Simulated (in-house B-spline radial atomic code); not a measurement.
Ionisation energies along the 48-electron series, configuration [Kr] 4d10 5s2, as differences of self-consistent energies. Dirac energy differences include first-order Breit, QED and recoil terms. NIST's values go from ground level to ground level; the uncertainty of those that are theory runs from under 0.1 % in few-electron ions to several per cent in heavy many-electron ones. Computed with a B-spline radial code for spherical atoms: Dirac-Hartree-Fock, average of the configuration, finite nuclei.

```csv
ion,configuration after,ionisation energy (eV),IE/(q+1)² (eV),-ε less Coulomb ΔSCF (eV),Breit and QED recoil part (eV),tabulated value (eV),tabulated kind,computed minus tabulated (eV)
Cd,[Kr] 4d10 5s1,7.34,7.3421,0.30479,-0.011489,8.99382,measured,-1.65
In+,[Kr] 4d10 5s1,17.02,4.2547,0.2611,-0.020058,18.87041,measured,-1.85
Sn2+,[Kr] 4d10 5s1,28.52,3.1688,0.24214,-0.029516,30.506,measured,-1.99
Sb3+,[Kr] 4d10 5s1,41.62,2.6014,0.23215,-0.040195,43.804,measured,-2.18
Te4+,[Kr] 4d10 5s1,56.21,2.2486,0.22649,-0.052226,59.3,measured,-3.09
I5+,[Kr] 4d10 5s1,72.23,2.0063,0.22325,-0.065731,74.4,semi-empirical,-2.17
Xe6+,[Kr] 4d10 5s1,89.61,1.8288,0.22147,-0.080765,91.6,semi-empirical,-1.99
```

Task: How far is this level of theory from the measured and semi-empirical values?

Result: Over those 7 rows the differences run from -3.09 to -1.65 eV (mean absolute value 2.1 eV). The calculation leaves out correlation and, in open shells, the multiplet splittings that an average leaves out.
